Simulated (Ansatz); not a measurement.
Consider the formal exchange of groups at the Si–In bond: `C[SiH](F)[InH2]` + `[SiH3]Cl` → `C[SiH](F)[SiH2]Cl` + `[InH3]`.

Isolated molecules relaxed with PBE0-D4/def2-TZVP in Ansatz; ΔE leaves out vibrations. CCSD(T)/CBS is the MP2 limit (def2-TZVPP, def2-QZVPP) plus CCSD(T) − MP2 in def2-TZVPP, frozen cores. This one scheme is used for every species. DFT in def2-TZVPP. def2 core potentials past Kr. For In outer-core shells are correlated without core-valence functions, which leaves a few kJ/mol of doubt a bond. One conformer a species, not always the lowest.

`C[SiH](F)[InH2]`:

Z-matrix (Å, degrees):
```
C
Si 1 1.867
H 1 1.093 2 110.4
H 1 1.094 2 109.9 3 119.3
H 1 1.092 2 111.8 3 -120.6
F 2 1.615 1 107.8 3 56.9
In 2 2.586 1 114.0 3 179.5
H 2 1.494 1 108.6 3 -57.4
H 7 1.728 2 123.2 1 -124.1
H 7 1.734 2 119.6 1 56.3
```

`[SiH3]Cl`:

Z-matrix (Å, degrees):
```
Si
Cl 1 2.054
H 1 1.481 2 108.5
H 1 1.481 2 108.5 3 -120.0
H 1 1.481 2 108.5 3 120.0
```

`C[SiH](F)[SiH2]Cl`:

Z-matrix (Å, degrees):
```
C
Si 1 1.856
H 1 1.093 2 109.7
H 1 1.093 2 110.7 3 -119.5
H 1 1.092 2 111.3 3 119.7
F 2 1.610 1 109.5 3 -179.0
Si 2 2.348 1 111.3 3 -59.1
H 2 1.487 1 110.9 3 62.8
Cl 7 2.071 2 105.5 1 57.9
H 7 1.485 2 113.7 1 175.8
H 7 1.486 2 113.0 1 -59.4
```

`[InH3]`:

Z-matrix (Å, degrees):
```
In
H 1 1.724
H 1 1.724 2 120.0
H 1 1.724 2 120.0 3 -180.0
```

CCSD(T)/CBS gives +26.0 kJ/mol.

Question: Another level gave +23.0 kJ/mol. Which?
A. BLYP/def2-TZVPP
B. PBE-D4/def2-TZVPP
C. B97M-V/def2-TZVPP
D. PBE-QIDH/def2-TZVPP

Answer: D. PBE-QIDH 23.0, PBE-D4 18.1, B97M-V 9.1, BLYP 27.6 kJ/mol.

Question: What do rigid-rotor, harmonic-oscillator terms from PBE0-D4/def2-TZVP frequencies (298.15 K, 1 bar) make of the CCSD(T)/CBS value? (Best estimate.)

Answer: The calculation gave: ΔZPE = -5.3 kJ/mol, ΔH = +21.5 kJ/mol, ΔS = -13 J/(mol·K), ΔG = +25.4 kJ/mol. Modes under 50 cm⁻¹ make the entropy rough.

Largest T1 diagnostic among the species: 0.014.

Leaving LDA and LC-ωPBE aside and taking each functional with its dispersion term where it has one, the values, not all of them listed here, spread over 17.2 kJ/mol, from B97M-V to B2PLYP. LDA lies −4.7 kJ/mol from PBE without D4. The D4 term adds −5.5 kJ/mol with B3LYP and −3.2 kJ/mol with PBE0; it sums over pairs of atoms, weighted by their polarisabilities, and B3LYP, whose exchange is more repulsive, gets the larger term.

CCSD(T)/CBS has its own doubt, a few kJ/mol and more with outer-core shells, so smaller differences from it don't rank the levels.

B3LYP here is the variant with VWN-RPA as its local correlation; programs differ in this.
